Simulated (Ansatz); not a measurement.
Relaxation of F6HOW (9 atoms, charge 0, multiplicity 2), to a largest force component of 0.03 eV/Å in at most 50 steps.

Method: UKS PBE/def2-SVP (Ansatz).

```xyz
9
Properties=species:S:1:pos:R:3
W -0.033 -0.032 -0.421
F -0.359 0.238 2.604
O 1.567 -0.365 0.504
H 1.877 -1.298 0.389
F -0.257 1.816 -0.029
F -1.651 -0.386 0.428
F 0.112 -1.907 -0.827
F 0.402 0.422 -2.166
F 0.709 0.561 3.289
```

Where does it end, and by what steps?

The run converged. After 32 steps the energy has fallen by 3.851 eV; H4 moved furthest, 1.43 Å. Parted: F2–F9 (1.31 → 2.01 Å). Joined: W1–F2 (3.05 → 2.01 Å).

| step | energy less start (eV) | largest force component (eV/Å) | accepted |
| --- | --- | --- | --- |
| 0 | 0.0000 | 3.921 | yes |
| 2 | -0.2913 | 0.435 | yes |
| 4 | -0.3915 | 0.631 | yes |
| 6 | -0.4365 | 0.819 | yes |
| 8 | -0.5545 | 1.673 | yes |
| 10 | -1.6081 | 4.682 | yes |
| 12 | -1.9444 | 10.052 | no |
| 14 | -3.0162 | 0.427 | yes |
| 16 | -3.3134 | 1.214 | yes |
| 18 | -3.4991 | 0.326 | yes |
| 20 | -3.5837 | 0.925 | yes |
| 22 | -3.7092 | 0.950 | yes |
| 24 | -3.8217 | 0.330 | yes |
| 26 | -3.8437 | 0.107 | yes |
| 28 | -3.8498 | 0.036 | yes |
| 30 | -3.8508 | 0.041 | yes |
| 32 | -3.8509 | 0.013 | yes |

```xyz
9
Properties=species:S:1:pos:R:3
W -0.076 -0.060 -0.168
F -0.313 -0.046 1.825
O 1.646 -0.273 0.378
H 1.840 -0.304 1.413
F 0.024 1.803 -0.239
F -1.928 0.164 0.058
F -0.426 -1.893 -0.261
F 0.150 -0.077 -2.007
F 1.450 -0.267 2.771
```

Whether the end is a true minimum wasn't checked by a vibrational analysis.

Time of the run: 2.2 min on 4 threads of Arm Neoverse V2, on a shared host, peak memory 0.27 GiB.
